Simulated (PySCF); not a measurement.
Mg(SeH)(SiH3) (H4MgSeSi), SMILES [SiH3][Mg][SeH].

Coordinates come from a TPSSh-D3(BJ)/def2-SVP optimisation. Other conformers were not sampled.

Computed with TPSSh-D3(BJ)/def2-SVP (PySCF).

Frequencies are harmonic and unscaled.

A small imaginary wavenumber (i) marks a very flat motion, where grid noise or a shallow saddle decides the sign.

```tsv
mode	ν (cm⁻¹)	IR (km/mol)	moving atoms (share of kinetic energy)
1	2i	3.3	H 99 %
2	85	20.9	Mg 73 %, H 12 %, Si 9 %
3	90	18.6	Mg 75 %, H 10 %, Si 9 %
4	205	1.4	Si 58 %, Se 33 %
5	387	0.6	H 88 %, Si 9 %
6	395	0.2	H 86 %, Si 10 %
7	444	59.8	Mg 79 %, Si 12 %
8	478	2.6	H 92 %
9	864	324.9	H 92 %, Si 8 %
10	953	41.6	H 98 %
11	954	42.3	H 98 %
12	2201	102.0	H 99 %
13	2206	105.2	H 96 %
14	2207	104.0	H 96 %
15	2407	17.8	H 99 %
```
